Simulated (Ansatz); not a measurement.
The same path of AlBFH5Si (9 atoms, charge 0, multiplicity 1) was run 3 times with different band settings. The coordinate that changes most is the dihedral Al3–B2–Si4–H8.

These are results of RKS B3LYP-D4/def2-SVP in Ansatz 0.2.0, not measurements.

Relaxed end points:

```xyz
9
Properties=species:S:1:pos:R:3
F 1.286 -1.185 -1.287
B 0.521 -0.387 -0.541
Al 0.477 1.745 -1.036
Si -0.550 -1.206 1.007
H 1.331 2.344 -2.238
H -0.426 2.741 -0.183
H -2.003 -0.910 0.783
H -0.388 -2.680 1.203
H -0.160 -0.508 2.274
```

```xyz
9
Properties=species:S:1:pos:R:3
F -0.101 -0.583 -2.087
B 0.035 -0.177 -0.824
Al 1.639 1.241 -0.364
Si -1.256 -0.900 0.596
H 2.648 1.761 -1.481
H 1.814 1.779 1.124
H -2.291 -1.862 0.108
H -0.450 -1.568 1.669
H -1.949 0.262 1.242
```

Common settings: movable images 5; spring 5.0 eV/Å²; start path IDPP; iteration limit 60; end points relaxed.

| run | climbing image | optimiser | force threshold |
| --- | --- | --- | --- |
| 1 | yes | quadratic models (default) | 0.03 eV/Å |
| 2 | from the first iteration | lbfgs | 0.03 eV/Å |
| 3 | yes | quadratic models (default) | 0.5 eV/Å |

Task: What does each run give, and how far can it be trusted?

Result: Run 1: converged after 6 iterations, highest image 0.023 eV above the first end. A vibrational analysis at the climbing image gives 2 clearly imaginary modes (106i, 80i cm⁻¹): a point of higher order. A lower path may pass nearby, or the ends, which weren't checked, may share the extra mode.
Run 2: converged after 20 iterations, highest image 0.024 eV above the first end. Another band between the same ends (5 images) ends at a top of the same energy, where a vibrational analysis finds 2 clearly imaginary modes.
Run 3: converged after 2 iterations, highest image 0.034 eV above the first end. The threshold of 0.5 eV/Å is loose, so the images may lie well off the minimum-energy path. The order of the point at the top wasn't checked.
